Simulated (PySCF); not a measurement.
C2H6GeSi.

```xyz
10

C     -1.1196     1.3911     0.0000
C     -1.5082     0.0933     0.0000
Ge     0.1772    -0.9515     0.0000
Si     0.7744     1.3756     0.0000
H     -1.8306     2.2283     0.0000
H     -2.5573    -0.2310     0.0000
H      0.3966    -1.8278    -1.2538
H      0.3966    -1.8278     1.2538
H      1.4240     1.9697     1.2075
H      1.4240     1.9697    -1.2075
```
Charge 0, spin multiplicity 1.

Geometry optimised at B3LYP-D3(BJ)/def2-SVP. The structure was generated by enumeration, and PubChem lists no compound with its InChIKey, so it may never have been made.

Method: PySCF with PBE/pcSseg-1. Non-relativistic, no solvent.

### Question
Give the absolute GIAO shielding of each atom: isotropic value and principal components (ppm). (An estimate is asked for; the answer gives what the named calculation found.)

### Answer

```csv
atom,σ(iso),σ11,σ22,σ33,span
C1,16.9,-81.4,-2.6,134.5,215.9
C2,5.1,-91.4,-19.7,126.3,217.7
Ge3,1457.8,1372.0,1409.9,1591.6,219.6
Si4,370.9,309.1,356.6,447.0,137.9
H5,24.0,23.2,24.0,24.9,1.7
H6,23.6,23.0,23.3,24.5,1.4
H7,26.2,21.1,21.4,36.2,15.1
H8,26.2,21.1,21.4,36.2,15.1
H9,26.0,23.5,24.1,30.6,7.2
H10,26.0,23.5,24.1,30.6,7.2
```
